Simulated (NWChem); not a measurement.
# BHClF; SMILES ClBF

```xyz
4

B     -0.5351    -0.5572     0.0000
H     -1.7222    -0.7465     0.0000
F      0.2948    -1.5725     0.0000
Cl     0.1167     1.0616     0.0000
```
Atoms are numbered in this order, from 1.

Program: NWChem. Geometry: optimised at PBE0/def2-SVP. Vzz is the largest principal value of the second derivative of the potential at the nucleus (NWChem prints the opposite sign); η is the asymmetry. Non-relativistic.

### Question
Estimate the computed values for Hartree-Fock/cc-pVTZ. Quantities: Vzz B1 (a.u.); η B1; Vzz Cl4 (a.u.); η Cl4.

### Answer
```
Property        Value
--------------  -----
Vzz B1 (a.u.)   0.429
η B1             0.50
Vzz Cl4 (a.u.)  1.874
η Cl4            0.57
```
